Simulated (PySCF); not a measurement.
Delta-SCF ions had no search for a lower state. Excitations are Tamm–Dancoff values on a coarser integration grid. The basis has no diffuse functions, so Rydberg states are missing or too high.

## H$_{4}$O$_{2}$Si$_{2}$, SMILES `O[Si](O)=[SiH2]` (H–O–Si–Si torsion -19°, Si–Si–O–H torsion -165°) (charge 0, multiplicity 1)

The numbers are results of PBE-D3(BJ)/def2-TZVP // r2SCAN-D4/def2-TZVP in PySCF, not measurements.

| Quantity | Value |
|---|---|
| HOMO | -5.29 eV |
| dipole moment | 0.657 e·Å |
| LUMO | -2.20 eV |
| HOMO–LUMO gap | 3.09 eV |
| S1 excitation (TDA) | 4.30 eV |
| S1 oscillator strength | 0.136 |
| brightest of the four lowest singlets (TDA) | 4.30 eV |
| T1 excitation (TDA) | 2.43 eV |
| S1–T1 gap (TDA) | 1.87 eV |
| vertical ionisation energy (Delta-SCF) | 8.13 eV |
| total energy | -731.5192 Ha |
| cost | about 90 core-seconds (a rough figure) |

```xyz
8

O     -1.2558     1.1880    -0.2306
Si    -0.3034    -0.1386    -0.0853
O     -1.3280    -1.3933    -0.2148
Si     1.9326    -0.2046    -0.3166
H     -0.8177     2.0427    -0.1547
H     -2.2666    -1.1963    -0.3177
H      2.0023     1.0041     0.6014
H      2.0366    -1.3020     0.7183
```
Charge 0, spin multiplicity 1.
